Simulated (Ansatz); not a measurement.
**A geometry optimisation of ClCuH3Si2+ with PBE-D3(BJ)/def2-SVP**

The starting geometry of this gas-phase singlet was optimised with GFN2-xTB.

```xyz
7

Cl    1.8705    2.9198   -1.9220
Cu    0.1857    2.2163    2.7481
Si    0.8979    1.2240   -1.4623
Si   -0.2944    1.7064    0.5639
H     1.8426    0.1317   -1.2164
H    -0.0271    0.8549   -2.5379
H    -1.6996    1.7244    0.0742
```

Q: Predict what becomes of its bonds when it is optimised with PBE-D3(BJ)/def2-SVP.

A: A new bond forms, giving a structure with Cl1 bridging Si4 and Si3, given below by its coordinates. Distances that change by over a tenth: Cl1–Si3 (2.01 → 2.23 Å). Contacts that close: Cl1–Si4 (3.51 → 2.38 Å).

The energy falls by 0.63 eV over 15 steps:

```tsv
step	E − E(last) (eV)
1	0.628
3	0.417
4	0.354
6	0.180
7	0.084
9	0.010
10	0.004
12	0.000
13	0.000
15	0.000
```

Final geometry (Å):

```yaml
atoms:
  - { symbol: Cl, position_ang: [1.0948, 3.0058, -1.1921] }
  - { symbol: Cu, position_ang: [0.5240, 2.0653, 2.4395] }
  - { symbol: Si, position_ang: [0.7848, 0.8045, -1.3909] }
  - { symbol: Si, position_ang: [-0.2451, 1.8401, 0.3951] }
  - { symbol: H, position_ang: [2.1266, 0.1682, -1.2375] }
  - { symbol: H, position_ang: [0.0834, 0.5808, -2.6903] }
  - { symbol: H, position_ang: [-1.5931, 2.3129, -0.0763] }
```

Frequencies at the end are all real (lowest 94 cm⁻¹). Run with Ansatz 0.2.0, 21 s on 1 thread of Intel(R) Xeon(R) 6975P-C (Granite Rapids), with other jobs on the host.
